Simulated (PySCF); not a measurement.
**Correlation energy of Ar²⁺ (argon, charge +2)**

[Ne] 3s2 3p3 4s1, high-spin 5S determinant (an excited configuration). All numbers are calculated (PySCF 2.14, the spin-free X2C one-electron Hamiltonian (Gaussian nucleus), in dyall-av3z (19s12p3d2f, 84 functions)). Frozen: [Ne]; 6 electrons correlated; the 23 highest virtual orbitals of each spin left out.

MP2 pair energies summed by pair of shells (mhartree):

```csv
pair,energy,share (%)
3s-3p,-68.72,56.1
3p-3p,-23.72,19.4
3p-4s,-10.88,8.9
3s-3s,-10.56,8.6
3s-4s,-8.62,7.0
```

Total MP2 correlation energy: -122.50 mhartree.

Same-spin part -38.51 and opposite-spin part -83.99 mhartree; SCS-MP2 scales them by 1/3 and 6/5 to -113.62 mhartree.
